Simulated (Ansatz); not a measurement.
The cluster RuPt₂⁻. Total charge -1; doublet. Geometry r2SCAN-D4/def2-TZVPD.

```xyz
3

Pt   -0.4157    0.2013    1.3955
Pt   -0.8535    0.1223   -1.1910
Ru    1.2692   -0.3237   -0.2045
```

In the def2 sets Pt, Ru take a core potential; there is no spin–orbit coupling. HSE06 is defined as in plane-wave codes, on full-range PBE exchange. At PBE-D4/def2-SVPD, r2SCAN-D4/def2-TZVPD, PBE0-D4/def2-SVPD, PBE0-D4/def2-TZVPD and others the charge -1 doublet is spin-contaminated (final ⟨S²⟩ up to 2.10, 0.75 for a pure state). At PBE-D4/def2-SVPD, r2SCAN-D4/def2-TZVPD, HSE06-D4/def2-TZVPD the highest occupied level of the charge -1 doublet lies above zero (up to 0.81 eV). It is a level of β spin, whose loss leaves a triplet; that state wasn't run at this geometry and level. The electron is either unbound and held by the finite basis, or the level is raised by self-interaction error. The geometry of the doublet was relaxed on an unsound state (⟨S²⟩ 2.10, where a pure state has 0.75). The structure comes from a short search, and lower isomers may exist.

(1) Estimate the α-spin orbital energies around the gap (eV) in Ansatz with PBE-D4/def2-SVPD, r2SCAN-D4/def2-TZVPD, PBE0-D4/def2-SVPD, PBE0-D4/def2-TZVPD, HSE06-D4/def2-TZVPD.

## Answers

(1) 
| orbital | PBE-D4/def2-SVPD | r2SCAN-D4/def2-TZVPD | PBE0-D4/def2-SVPD | PBE0-D4/def2-TZVPD | HSE06-D4/def2-TZVPD |
| --- | --- | --- | --- | --- | --- |
| HOMO−9 | -1.76 | -2.09 | -2.53 | -2.58 | -2.21 |
| HOMO−8 | -0.93 | -1.23 | -2.09 | -2.16 | -1.78 |
| HOMO−7 | -0.85 | -1.19 | -1.99 | -2.07 | -1.68 |
| HOMO−6 | -0.45 | -0.70 | -1.37 | -1.44 | -1.06 |
| HOMO−5 | 0.01 | -0.45 | -1.15 | -1.22 | -0.84 |
| HOMO−4 | 0.02 | -0.33 | -0.99 | -1.05 | -0.67 |
| HOMO−3 | 0.09 | -0.23 | -0.98 | -1.05 | -0.66 |
| HOMO−2 | 0.26 | -0.19 | -0.84 | -0.92 | -0.53 |
| HOMO−1 | 0.29 | -0.02 | -0.82 | -0.89 | -0.50 |
| HOMO | 0.39 | 0.04 | -0.67 | -0.76 | -0.37 |
| LUMO | 0.98 | 0.98 | 1.82 | 1.71 | 1.37 |
| LUMO+1 | 1.04 | 1.24 | 1.96 | 1.87 | 1.51 |
| LUMO+2 | 1.27 | 1.50 | 2.43 | 2.30 | 1.93 |
| LUMO+3 | 2.83 | 2.71 | 3.35 | 2.96 | 2.66 |
| LUMO+4 | 3.37 | 3.26 | 4.06 | 3.45 | 3.21 |
| LUMO+5 | 3.72 | 3.38 | 4.39 | 3.56 | 3.33 |
| β HOMO | 0.81 | 0.47 | -0.01 | -0.08 | 0.27 |
| β LUMO | 1.27 | 1.28 | 1.95 | 1.81 | 1.47 |
